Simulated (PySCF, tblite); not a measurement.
Isomers of C7H13PSi, one GFN2-xTB conformer each. Single-point energies are computed at PBE0/pcSseg-1 (PySCF, gas phase, no added dispersion term), electronic only.

| SMILES | GFN2-xTB relative energy (kcal/mol) |
| --- | --- |
| C#CP(C1CC1)[SiH](C)C | 40.8 |
| C[SiH2]P1C=CC(C)C=C1 | 0.0 |

Conformers: `[CH:1]#[C:2][P:3]([CH:4]1[CH2:5][CH2:6]1)[SiH:7]([CH3:8])[CH3:9]` with C2–P3–C4–C5 -30°, C2–P3–Si7–C8 -177°; `[CH3:1][SiH2:2][P:3]1[CH:4]=[CH:5][CH:6]([CH3:7])[CH:8]=[CH:9]1` with C1–Si2–P3–C4 -49°, Si2–P3–C4–C5 126°, C4–C5–C6–C7 85°, C5–C6–C8–C9 36°, Si2–P3–C9–C8 -126°.

Task: What does PBE0/pcSseg-1 give for the same structures?

Result: 
```tsv
SMILES	PBE0/pcSseg-1 E (Eh)	PBE0/pcSseg-1 (kcal/mol)	GFN2-xTB (kcal/mol)	point group
C[SiH2]P1C=CC(C)C=C1	-904.74581	0.0	0.0	Cs
C#CP(C1CC1)[SiH](C)C	-904.69385	32.6	40.8	C1
```

Both levels put the same isomer lowest. As drawn, the lower has a C=C bond outside aromatic rings, which the higher lacks; the higher has a three-membered ring and a C≡C bond, which the lower lacks.

Task: Which frontier levels, dipoles and rotational constants go with these structures?

Result: 
| SMILES | HOMO (eV, PBE0/pcSseg-1) | LUMO (eV) | dipole (D) | A, B, C (MHz) |
| --- | --- | --- | --- | --- |
| C[SiH2]P1C=CC(C)C=C1 | -6.09 | -0.04 | 1.72 | 2321, 742.8, 736.5 |
| C#CP(C1CC1)[SiH](C)C | -6.39 | -0.07 | 1.20 | 1607, 886.3, 671.6 |

Task: What happens when harmonic zero-point energies from GFN2-xTB frequencies are added?

Result: 
```json
{"SMILES": "C[SiH2]P1C=CC(C)C=C1", "ZPE (kcal/mol)": "108.9", "electronic (kcal/mol)": "0.0", "with ZPE (kcal/mol)": "0.0"}
{"SMILES": "C#CP(C1CC1)[SiH](C)C", "ZPE (kcal/mol)": "108.3", "electronic (kcal/mol)": "32.6", "with ZPE (kcal/mol)": "32.0"}
```

The zero-point energies span 0.6 kcal/mol. The order is unchanged.
